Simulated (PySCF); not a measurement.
## Correlation energy of Cu(2+) (copper, charge +2)

[Ar] 3d9, 2D determinant. Computed with PySCF 2.14 in aug-cc-pVTZ-DK (8s7p5d3f2g, 93 functions), with scalar relativity by spin-free X2C-1e. Frozen: [Ar]; 9 electrons correlated.

| level | correlation energy (mhartree) |
| --- | --- |
| CCSD | -325.33 |
| (T) | -8.21 |
| CCSD(T) | -333.54 |

Diagnostics: T1 = 0.0070, D1 = 0.0106, largest double amplitude 0.017.

**Question.** Is a single reference adequate?

**Answer.** Yes: T1 lies below 0.03 and no double amplitude reaches 0.07.
